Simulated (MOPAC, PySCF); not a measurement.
C10H9BO, SMILES `c1c2-c(ccccc2)c(c1O)B`, neutral singlet in the gas phase. 

Z-matrix (Å, degrees):
```
C
C 1 1.3856
H 2 1.0940 1 114.81
C 2 1.4025 3 115.96 1 -179.99
C 4 1.3874 2 129.17 3 -180.00
H 4 1.0941 5 115.61 2 -180.00
H 5 1.0941 4 115.74 6 0.00
C 5 1.4037 7 115.47 4 180.00
C 8 1.3855 5 129.07 7 179.99
H 8 1.0941 9 115.51 5 180.00
H 9 1.0949 8 115.91 10 0.00
C 9 1.4044 11 114.95 8 180.00
C 12 1.4022 9 124.99 11 0.01
H 13 1.0885 12 126.37 9 0.00
C 13 1.4005 14 125.94 12 -180.00
O 15 1.3227 13 123.82 14 0.00
H 16 0.9710 15 107.20 13 180.00
C 15 1.4308 16 124.73 17 0.00
B 18 1.4990 15 124.08 16 -0.01
H 19 1.2093 18 123.68 15 -179.99
H 19 1.2215 20 116.96 3 179.99
```
Charge 0, multiplicity 1.

All levels are single points at this geometry (PBE0-D3(BJ)/def2-SVP); Pople sets use spherical d functions. Orbital energies aren't observables, and empty levels follow the basis.

```
level                            HOMO (eV)  LUMO (eV)  gap (eV)  dipole (D)  vertical IE, Delta-SCF (eV)
-------------------------------  ---------  ---------  --------  ----------  ---------------------------
PBE-D3(BJ)/def2-TZVP in PySCF        -5.47      -2.97      2.50        2.44                         7.76
ωB97X-D3(BJ)/def2-TZVP in PySCF      -8.17      -0.37      7.80        2.90                         7.76
B3LYP/3-21G in PySCF                 -5.83      -2.03      3.80        2.76                            –
B3LYP/6-311+G** in PySCF             -6.11      -2.41      3.71        2.75                            –
B3LYP/6-31G* in PySCF                -5.76      -1.98      3.77        2.68                         7.50
BP86/6-31G* in PySCF                 -5.24      -2.71      2.53        2.48                            –
PBE/6-31G* in PySCF                  -5.15      -2.62      2.53        2.46                         7.52
HF/3-21G in PySCF                    -7.73       1.26      8.99        3.73                            –
AM1 in MOPAC                         -8.35      -1.21      7.14        2.98                            –
```
